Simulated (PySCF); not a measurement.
A structure optimised at r2SCAN-D4/def2-SVP, used in a PySCF frequency run:

```xyz
11

B     -0.0422     0.4683     0.4079
Cl     0.9577     1.9448     0.2815
C     -1.0584     0.3540     1.5961
H     -1.6397    -0.5799     1.6029
H     -1.7605     1.2042     1.5736
H     -0.5229     0.4404     2.5565
O      0.1542    -0.4624    -0.5483
Si    -0.3874    -1.9757    -1.0184
H     -1.4767    -2.4556    -0.1182
H      0.7657    -2.9131    -0.9614
H     -0.8949    -1.8649    -2.4115
```
Charge 0, spin multiplicity 1.

**Question.** Write its SMILES and formula.

**Answer.** CB(Cl)O[SiH3], CH₆BClOSi

**Question.** What are its rotational constants (standard atomic weights)?

**Answer.** 5.9955, 1.4948, 1.2229 GHz
